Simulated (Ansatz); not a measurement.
Computed with frozen-core CCSD(T)/def2-TZVPP // PBE-D3(BJ)/def2-SVP in Ansatz (a first-principles code).

Ansatz 0.2 input:
```yaml
crystal:
  periodic: [false, false, false]
  atoms:
    - { symbol: Ta, position_ang: [-0.095536, -0.110233, 0.01086] }
    - { symbol: N, position_ang: [0.410771, -1.47453, -1.402893] }
    - { symbol: H, position_ang: [-0.235382, -1.794502, -2.131409] }
    - { symbol: H, position_ang: [1.370055, -1.750449, -1.628835] }
    - { symbol: N, position_ang: [-0.933714, -0.879938, 1.651982] }
    - { symbol: H, position_ang: [-1.312326, -1.829198, 1.730617] }
    - { symbol: H, position_ang: [-1.049228, -0.383456, 2.541306] }
    - { symbol: N, position_ang: [1.871717, -0.089456, 0.570284] }
    - { symbol: H, position_ang: [2.652444, 0.428704, 0.152991] }
    - { symbol: H, position_ang: [2.264279, -0.831032, 1.163991] }
    - { symbol: N, position_ang: [0.109734, 1.907989, 0.031448] }
    - { symbol: H, position_ang: [-0.444432, 2.555966, -0.534678] }
    - { symbol: H, position_ang: [0.92707, 2.384903, 0.425429] }
    - { symbol: N, position_ang: [-1.748338, 0.156529, -1.164106] }
    - { symbol: H, position_ang: [-1.797339, 0.307374, -2.177491] }
    - { symbol: H, position_ang: [-2.652262, 0.430043, -0.758328] }
basis:
  gaussian: { orbitals: def2-TZVPP }
correlation:
  method: ccsd_t
```

Output:

```
Functional definition: HF
2105 factors; integrals over basis functions are off by at most 1.1e-3 eV
mean field evaluation 1: about -9097.0404 eV, gradient 7.7e1 eV
mean field evaluation 2: about -9097.2322 eV, gradient 7.7e1 eV
mean field evaluation 4: about -9108.4927 eV, gradient 5.9e0 eV
mean field evaluation 8: about -9108.6281 eV, gradient 4.7e-1 eV
mean field evaluation 16: about -9097.0388 eV, gradient 7.7e1 eV
mean field -9108.62890770 eV, -334.7359383076 hartree, gradient 2.1e-6 eV, S^2 0.000000; 0 other end points of the search recorded, 0 dependent functions left out
5 core orbitals not correlated
reference -9108.62890770 eV, -334.7359383076 hartree; 24, 24 occupied and 322, 322 virtual orbitals, 2105 factors
second order -41.35660305 eV of doubles, -0.00000000 eV of singles
cycle   1  -40.42519949 eV  change    9.3e-1 eV  update   1.9e-1
cycle   2  -41.44555393 eV  change    -1.0e0 eV  update   7.7e-2
cycle   3  -41.77987694 eV  change   -3.3e-1 eV  update   3.9e-2
cycle   4  -41.76979038 eV  change    1.0e-2 eV  update   1.5e-2
cycle   5  -41.75848785 eV  change    1.1e-2 eV  update   6.9e-3
cycle   6  -41.76266157 eV  change   -4.2e-3 eV  update   2.5e-3
cycle   7  -41.76253482 eV  change    1.3e-4 eV  update   1.1e-3
cycle   8  -41.76194685 eV  change    5.9e-4 eV  update   3.7e-4
cycle   9  -41.76214327 eV  change   -2.0e-4 eV  update   1.7e-4
cycle  10  -41.76220252 eV  change   -5.9e-5 eV  update   6.9e-5
cycle  11  -41.76211933 eV  change    8.3e-5 eV  update   2.8e-5
cycle  12  -41.76216555 eV  change   -4.6e-5 eV  update   1.3e-5
perturbative correction -1.92726046 eV, -0.0708255154 hartree
Total energy: -9152.31833370 eV, -336.3414950994 hartree
```

Cost: about 2.6 core-hours (a rough figure).
